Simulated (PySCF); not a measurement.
Computed with PBE0-D3(BJ)/def2-TZVP run with PySCF. Isolated molecules, 0 K electronic values unless said otherwise. One relaxed conformer stands for a flexible species; it need not be the lowest. 

Reference species (SMILES): `CC[SiH]=C` (C–Si–C–C torsion 1°) (neutral, multiplicity 1).

```
Quantity         Result
-------------  --------
HOMO–LUMO gap   5.59 eV
LUMO           -0.61 eV
```

Changed species: `C/C=[SiH]\C`.

Give the shifts of the HOMO–LUMO gap and LUMO.

the HOMO–LUMO gap falls by 0.26 eV, to 5.33 eV; the LUMO rises by 0.13 eV, to -0.48 eV.
